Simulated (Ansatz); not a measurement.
Program: Ansatz. Geometries: PBE0-D4/def2-TZVP. ΔE: electronic, gas phase. CBS: MP2 limit from def2 TZ/QZ plus the TZ coupled-cluster correction, frozen cores. This one scheme is used for every species, atoms too. Functionals use def2-TZVPP. No spin–orbit coupling; open shells (•) take unrestricted orbitals. Spin–orbit coupling would lower the free atoms: a little for F; strongly for In. def2 core potentials past Kr. For In outer-core shells are correlated without core-valence functions, so the limit isn't a true one: a few kJ/mol of doubt a bond, and 10 to 20 or more in all where bonds break to atoms.

`[F][InH]`• → F• + H• + In•  (atomization)

```tsv
level	ΔE (kcal/mol)	difference from CCSD(T)/CBS
B97M-V	150.0	1.3
PBE0-D4	144.2	-4.5
r2SCANh-D4	148.1	-0.6
r2SCAN0-D4	144.2	-4.5
PBE-QIDH	143.1	-5.6
r2SCAN0	144.0	-4.7
CAM-B3LYP	148.5	-0.2
LC-ωPBE	151.0	2.3
HF/def2-SVP	95.1	-53.6
CCSD/def2-SVP	131.8	-16.9
SCS-MP2/def2-TZVPP	142.1	-6.6
CCSD(T)/def2-TZVPP	143.1	-5.6
CCSD/def2-QZVPP	144.5	-4.2
CCSD(T)/def2-QZVPP	148.0	-0.7
HF/CBS(def2)	100.3	-48.4
CCSD/CBS(def2)	145.5	-3.2
CCSD(T)/CBS	148.7	0
```

Largest T1 diagnostic among the species: 0.021.

Leaving LDA and LC-ωPBE aside and taking each functional with its dispersion term where it has one, the values, not all of them listed here, spread over 13.4 kcal/mol, from BHLYP-D4 to PBE-D4. LDA lies +25.5 kcal/mol from PBE without D4, its usual overbinding. From r2SCAN to r2SCAN0 (25 % exact exchange), in def2-TZVPP and without D4, ΔE moves by −6.9 kcal/mol: exact exchange takes away binding that semilocal exchange gives to molecules. In def2-TZVPP, CCSD(T) changes the Hartree–Fock value by +44.0 kcal/mol (the triples alone add +3.2 kcal/mol) and MP2 by +46.2 kcal/mol; breaking electron pairs costs correlation energy, which Hartree–Fock lacks.

For atomizations the MP2-based limit and the directly extrapolated one differ by several kJ/mol either way, and by 10 to 25 for some Ge, Se and Sn compounds, so smaller differences from it don't rank the levels.
